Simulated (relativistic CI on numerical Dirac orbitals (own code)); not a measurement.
# d7 in a ligand field

Computed with a parametric ligand-field model of a d^n configuration (Racah B and C, spin-orbit zeta, crystal field), exact diagonalisation.

Field parameters in Wybourne normalisation: Oh B⁴₀ = 21Dq, B⁴₄ = √(5/14) B⁴₀. The field is a parameter set, without covalency.

B = 460 cm⁻¹, C = 2210 cm⁻¹ (C/B = 4.80), Oh, no spin-orbit coupling. Tanabe-Sugano data, E/B above the lowest term (Δ = |10Dq|; b, c mark the second and third term of a kind):

```
 Δ/B    4T1    4T2     4A2  4T1(b)     2E    2T1    2T2  2T1(b)
 1.0   0.00   0.81    1.81   15.62  18.74  18.99  18.80   23.62
 3.0   0.00   2.49    5.49   16.97  17.97  19.58  19.40   24.01
 5.0   0.00   4.22    9.22   18.44  16.43  19.75  19.79   24.34
 7.0   0.00   6.00   13.00   20.00  14.67  19.77  20.02   24.62
 9.0   0.00   7.82   16.82   21.63  12.83  19.72  20.15   24.85
11.0   0.00   9.66   20.66   23.32  10.94  19.66  20.22   25.04
13.0   0.00  11.53   24.53   25.06   9.03  19.59  20.26   25.20
15.0   0.00  13.42   28.42   26.83   7.10  19.52  20.28   25.33
17.0   0.00  15.32   32.32   28.64   5.17  19.46  20.29   25.44
19.0   0.00  17.23   36.23   30.46   3.22  19.40  20.28   25.53
21.0   0.00  19.16   40.16   32.31   1.27  19.35  20.28   25.61
23.0   0.69  21.77   44.77   34.86   0.00  19.99  20.96   26.37
25.0   2.65  25.67   50.67   38.70   0.00  21.90  22.91   28.38
27.0   4.61  29.58   56.58   42.56   0.00  23.83  24.86   30.40
29.0   6.58  33.50   62.50   46.43   0.00  25.76  26.82   32.41
31.0   8.55  37.43   68.43   50.31   0.00  27.69  28.78   34.42
33.0  10.52  41.36   74.36   54.20   0.00  29.63  30.74   36.42
35.0  12.49  45.29   80.29   58.10   0.00  31.58  32.70   38.43
37.0  14.47  49.24   86.24   62.01   0.00  33.53  34.67   40.43
39.0  16.44  53.18   92.18   65.92   0.00  35.48  36.64   42.43
41.0  18.42  57.13   98.13   69.84   0.00  37.44  38.61   44.43
43.0  20.40  61.09  104.09   73.77   0.00  39.39  40.58   46.43
45.0  22.38  65.04  110.04   77.70   0.00  41.36  42.55   48.43
47.0  24.37  69.00  116.00   81.64   0.00  43.32  44.52   50.43
```

The ground term changes from 4T1 to 2E between Δ/B = 21.0 and 23.0.
